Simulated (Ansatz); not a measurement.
Worked example: C2H3F + SiH(CH3)(SiH3)F → C2H6Si + SiH(CH3)F2

Species: C2H3F `C=CF`, singlet; SiH(CH3)(SiH3)F, singlet; C2H6Si (vinylsilane) `C=C[SiH3]`, singlet; SiH(CH3)F2, singlet. The partners trade F for SiH3: C–F and Si–SiH3 bonds give way to C–SiH3 and Si–F.

Shapes, held fixed at every level: PBE0-D4/def2-TZVP. Programs: Ansatz 0.2.0. The zero-point and thermal change to 298 K, harmonic and unscaled (PBE0-D4/def2-TZVP), is +1.4 kJ/mol.

At CCSD(T)/CBS estimate; 1 Eh = 2625.50 kJ/mol:

```
        species  energy (Eh)
          C2H3F  -177.664688
SiH(CH3)(SiH3)F  -720.280562
         C2H6Si  -368.760771
     SiH(CH3)F2  -529.276536
```

**Question.** Work out ΔH(298 K) of the reaction at this level.

**Answer.** 
1. Products less reactants: (-368.760771) + (-529.276536) − [(-177.664688) + (-720.280562)] = -0.092057 Eh = -241.7 kJ/mol.
2. With the thermal change: -241.7 + (+1.4) = -240.3 kJ/mol.

Other levels give -252.2 (MP2/def2-TZVPP) to -214.6 kJ/mol (CCSD/def2-SVP). No measured value is set beside it here. The CBS estimate extrapolates MP2 from def2-TZVPP and def2-QZVPP and adds CCSD(T) − MP2 in the triple-zeta set, cores frozen. The median of the other levels is -224.3 kJ/mol.
